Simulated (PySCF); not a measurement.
Se(OH)(NH2) (H3NOSe), SMILES [Se](N)O.

Geometry optimised at TPSSh-D3(BJ)/def2-TZVP. The values are those of a single conformer.

Computed with TDA-PBE0/def2-SVPD run with PySCF.

Vertical excitations. Isolated molecule, no solvent.

Computed lowest excited states:
```tsv
state	energy (eV)	λ (nm)	f	main pairs
S1	4.38	283	0.002	HOMO→LUMO 92 %
S2	5.10	243	0.008	HOMO→LUMO+1 92 %
S3	5.88	211	0.042	HOMO→LUMO+2 99 %
S4	6.40	194	0.037	HOMO−1→LUMO 71 %, HOMO−2→LUMO 20 %
S5	6.66	186	0.008	HOMO−1→LUMO+1 83 %
S6	6.75	184	0.027	HOMO→LUMO+3 88 %
S7	7.08	175	0.090	HOMO−2→LUMO 57 %, HOMO−2→LUMO+1 15 %, HOMO−1→LUMO 15 %
S8	7.15	173	0.029	HOMO→LUMO+4 89 %
S9	7.26	171	0.021	HOMO→LUMO+5 89 %
S10	7.63	162	0.013	HOMO−1→LUMO+2 72 %, HOMO−2→LUMO+1 20 %
T1	3.51	353	0	HOMO→LUMO 94 %
T2	4.32	287	0	HOMO→LUMO+1 88 %
T3	5.50	225	0	HOMO−1→LUMO 86 %
T4	5.60	221	0	HOMO→LUMO+2 92 %
```
Triplets are in the Tamm–Dancoff approximation.
